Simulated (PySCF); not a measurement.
Two species compared at the same levels of theory.

First species: CH13NSSi4.
SMILES: `[SiH3]C[Si@@H](S)N([SiH3])[SiH3]`

Second species: C4H13FOSi3.
Cartesian coordinates in Å at the GFN2-xTB level; atoms count from 1:
```
atom  x, y, z in Å
F1    -3.759    0.899   -0.559
C2    -2.676    1.011    0.288
C3    -1.800   -0.226    0.194
C4    -0.571   -0.114    1.106
Si5    0.745   -1.307    0.407
C6     2.513   -0.640    0.432
Si7    2.772    1.039   -0.421
O8     0.221   -1.377   -1.149
Si9   -1.173   -0.633   -1.571
H10   -2.134    1.910   -0.024
H11   -3.085    1.159    1.294
H12   -2.401   -1.077    0.536
H13   -0.190    0.910    1.065
H14   -0.840   -0.303    2.145
H15    0.611   -2.669    0.935
H16    2.848   -0.583    1.466
H17    3.152   -1.378   -0.051
H18    2.105    2.098    0.350
H19    4.210    1.335   -0.446
H20    2.257    1.028   -1.790
H21   -0.830    0.558   -2.341
H22   -1.984   -1.620   -2.267
```

Levels: PBE0/pcSseg-1 for HOMO energy, LUMO energy and HOMO–LUMO gap. Geometries: GFN2-xTB. All species are isolated and taken at one optimised geometry, non-relativistic unless stated; the electronic structure was computed with PySCF and density fitting.

Dipoles, sizes and rotational constants follow the conformer. The torsions of the flexible species, by atom-mapped SMILES:
- `[SiH3:1][CH2:2][Si@@H:3]([SH:4])[N:5]([SiH3:6])[SiH3:7]`: Si1–C2–Si3–S4 59°, C2–Si3–N5–Si6 107°, H–S4–Si3–C2 162°

The conformers of `FC[C@@H]1C[Si@H](C[SiH3])O[SiH2]1` aren't listed.

```tsv
property	column X	column Y
HOMO energy	-7.26 eV	-8.10 eV
LUMO energy	-0.08 eV	0.40 eV
HOMO–LUMO gap	7.18 eV	8.50 eV
```

**Question.** Which column belongs to which species?

**Answer.** Column X is the first species and column Y the second. The first has 20 atoms and 98 electrons, the second 22 and 96.

**Question.** How does each property change from the first species to the second?

**Answer.** HOMO energy -0.84 eV; LUMO energy +0.48 eV; HOMO–LUMO gap +1.32 eV.

